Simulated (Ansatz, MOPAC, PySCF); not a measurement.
Isomers of H4B2N2. Isolated molecules, 0 K electronic values unless said otherwise. One relaxed conformer stands for each flexible species; it need not be the lowest. Strings in code marks are SMILES.

Quantity: vertical ionisation energy (energy after one electron is removed minus that of the parent at the parent's geometry), in eV.

Level 1: frozen-core MP2/cc-pVTZ // PBE0-D4/def2-TZVP (Ansatz, a first-principles code)
Level 2: PBE/6-31G* // PBE0-D4/def2-TZVP (PySCF)
Level 3: minus the HOMO energy of PM6 // PBE0-D4/def2-TZVP (MOPAC)
Level 4: minus the HOMO energy of PM7 // PBE0-D4/def2-TZVP (MOPAC)

```json
[
 {"species": "`B=NBN`", "level 1": "10.46", "level 2": "9.55", "level 3": "10.06", "level 4": "10.32"},
 {"species": "`N=BBN`", "level 1": "10.81", "level 2": "9.73", "level 3": "10.51", "level 4": "10.10"},
 {"species": "`BNB=N`", "level 1": "10.48", "level 2": "9.72", "level 3": "10.12", "level 4": "10.04"}
]
```
